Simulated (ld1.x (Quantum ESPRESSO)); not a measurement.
# Which setting gave this result? (Ir, PAW)

Base potential:

Ir (Z = 77), PAW, made with ld1.x (Quantum ESPRESSO) 7.5 (PBE, scalar-relativistic). Core [Xe] 4f14, reference 5d8 6s1 6p0. Waves: 6s (bound): rcut 2.20, rcutus 2.50 bohr; 6s channel at 3.2 Ry: rcut 2.20, rcutus 2.50 bohr; 6p (bound, empty): rcut 3.85, rcutus 4.35 bohr; 6p channel at 1.8 Ry: rcut 3.85, rcutus 4.35 bohr; 5d (bound): rcut 1.65, rcutus 1.90 bohr; 5d channel at 0.15 Ry: rcut 1.65, rcutus 1.90 bohr. Local part: all-electron potential smoothed inside 1.95 bohr (lloc = -1). Core correction: a·sin(br)/r model core, default radius (ld1.x builds one for every PAW set, though the input has nlcc=.false.). Augmentation charge: GAUSS, radius 1.70 bohr.

Cutoffs, loose and tight: the cutoffs (Ry, on a coarse ladder) from which the occupation-weighted sum of valence levels, in a spherical-Bessel basis at the reference potential, stays within 10 and 1 mRy of its value at 400 Ry. They do not see the model core or the augmentation charge, which bear on the density cutoff. Test errors are all-electron minus pseudo excitation energies from the reference, over the configurations 5d7 6s2 6p0; 5d7 6s1 6p0; 5d7 6s0 6p0; 5d7 6s1 6p1; 5d7 6s1.5 6p0; 5d7.5 6s1.5 6p0; 5d7 6s0 6p1; variants that change the core or the reference have their own tests.

Only the scale of all radii but the core radius (base = 1) is moved (2 further runs of the sweep failed or gave no value and are left out):

```csv
scale of all radii but the core radius (base = 1),"cutoff, loose","cutoff, tight",bound ghosts,largest test error (meV)
0.93,35 Ry,55 Ry,s,test run stopped at test 1 of 7 (negative rho)
1.01,30 Ry,50 Ry,s,-60
1.07,25 Ry,45 Ry,none,+142
1.15,21 Ry,40 Ry,none,-49
1.31,18 Ry,30 Ry,none,-60
1.36,15 Ry,25 Ry,none,-70
```

Task: One more run gave cutoff, loose: 21 Ry; cutoff, tight: 35 Ry; bound ghosts: none; largest test error (meV): -55. Which value of the scale of all radii but the core radius (base = 1) was used?

Result: 1.22. The tight cutoff moves one way along this sweep, from 55 Ry at 0.93 to 25 Ry at 1.36, which places the run between 1.15 and 1.31.
